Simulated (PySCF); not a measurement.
## Electron correlation in Sc²⁺ (scandium, charge +2)

[Ar] 4p1, 2P determinant (an excited configuration). Calculation: PySCF 2.14, in x2c-TZVPPall; scalar relativity by spin-free X2C-1e. Frozen: [Ne]; 9 electrons correlated.

```json
{"level": "CCSD", "correlation energy (mhartree)": "-207.25"}
{"level": "(T)", "correlation energy (mhartree)": "-3.28"}
{"level": "CCSD(T)", "correlation energy (mhartree)": "-210.53"}
```

Diagnostics: T1 = 0.0069, D1 = 0.0289, largest double amplitude 0.031.

**Question.** Is a single reference adequate?

**Answer.** Yes: T1 lies below 0.03 and no double amplitude reaches 0.07.

This basis was not built for core-valence correlation, so the inner-shell part is incomplete.
